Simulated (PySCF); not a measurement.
## EPR parameters of C5H6FO

C5H6FO (doublet state).
Z-matrix (Å and degrees, GFN2-xTB geometry), rows numbered from 1:
```
C 
C   1  1.2909
C   2  1.4445  1  143.75
F   3  1.4070  2  111.07  1     0.06
C   3  1.5394  2  117.32  1   130.97
O   5  1.4272  3   91.33  2   113.57
C   6  1.4271  5   92.70  3     4.66
H   1  1.0914  2  123.37  3     0.18
H   1  1.0799  2  122.22  3  -179.84
H   5  1.0931  3  113.21  2  -131.43
H   5  1.0920  3  115.78  2    -2.33
H   7  1.0929  3  113.25  2   131.45
H   7  1.0918  3  115.75  2     2.38
```

The hyperfine couplings belong to this conformer and change with its torsions.

Identity: `C=[C]C1(F)COC1` [radical].

The calculation used UKS B3LYP, pcH-1 on C F H O, non-relativistic, mean-field spin-orbit, GIAO (PySCF). One conformer (not necessarily the lowest) at the GFN2-xTB geometry, without solvent, vibrations or thermal averaging. A GFN2-xTB geometry isn't a minimum of the functional, and hyperfine couplings can be far from their values at a DFT geometry. Stability of the SCF solution: not tested.

```json
{
 "g1, g2, g3": "2.00158, 2.00215, 2.00298",
 "g_iso": "2.00224",
 "Form of g": "rhombic: the two nearest values differ by 41 % of g3 − g1",
 "⟨S²⟩": "0.7584 (exact 0.7500)",
 "α and β electrons": "27, 26",
 "Total energy": "-369.08043 Eh"
}
```

Isotropic coupling and dipolar principal values T1 to T3, in MHz; ρ(0) is the spin density at the nucleus:

```csv
atom,isotope,a_iso,T1,T2,T3,Mulliken spin population,ρ(0) (bohr⁻³)
C1,13C,-17.5,-17.8,2.7,15.1,-0.16,-0.0155
C2,13C,266.5,-81.1,-61.2,142.3,0.98,0.2371
C3,13C,67.3,-4.5,-3.1,7.6,-0.02,0.0599
F4,19F,195.4,-127.6,-119.0,246.6,0.05,0.0464
C5,13C,6.2,-1.7,-1.2,2.9,0.00,0.0055
O6,17O,-0.4,-0.4,0.2,0.2,0.00,0.0007
C7,13C,6.0,-1.7,-1.2,2.8,0.00,0.0053
H8,1H,184.3,-4.8,-1.8,6.6,0.09,0.0412
H9,1H,124.5,-6.4,-5.2,11.6,0.05,0.0278
H10,1H,7.3,-2.0,-1.5,3.6,0.00,0.0016
H11,1H,3.1,-4.5,-2.9,7.4,0.00,0.0007
H12,1H,7.2,-2.0,-1.5,3.6,0.00,0.0016
H13,1H,3.1,-4.5,-2.9,7.4,0.00,0.0007
```

The largest Mulliken spin populations are on C2 (+0.98), C1 (-0.16) and H8 (+0.09). No atom but C2 exceeds +0.15.

Axes: g1 points within 15° of the C2–C3 bond and g2 points within 12° of the C1–H8 bond.

Under fast tumbling the dipolar parts average out, and these isotropic splittings remain: 1 × 19F (F4, I = 1/2, 2 lines) with 6.97 mT, 1 × 1H (H8, I = 1/2, 2 lines) with 6.57 mT, 1 × 1H (H9, I = 1/2, 2 lines) with 4.44 mT, 2 × 1H (H10/H12, I = 1/2, 3 lines) with 0.26 mT and 2 × 1H (H11/H13, I = 1/2, 3 lines) with 0.11 mT.

Class means assume fast exchange of nuclei equivalent by connectivity; if that motion is slow, each nucleus keeps its own coupling.

The 13C coupling of C2 (266.5 MHz) shows only in satellite lines or after enrichment, since that isotope makes up about 1.07 % of natural carbon.

The spin density at the nucleus, in bohr⁻³, is negative for C1 (-0.0155), for instance. A restricted open-shell determinant has no negative spin density anywhere; here it arises because α and β orbitals differ (spin polarisation).

The run took 53 s (grids of density and orbitals included) on one thread, Arm Neoverse V1 (aarch64), no GPU (shared host), and the process peaked at 0.85 GiB of memory.
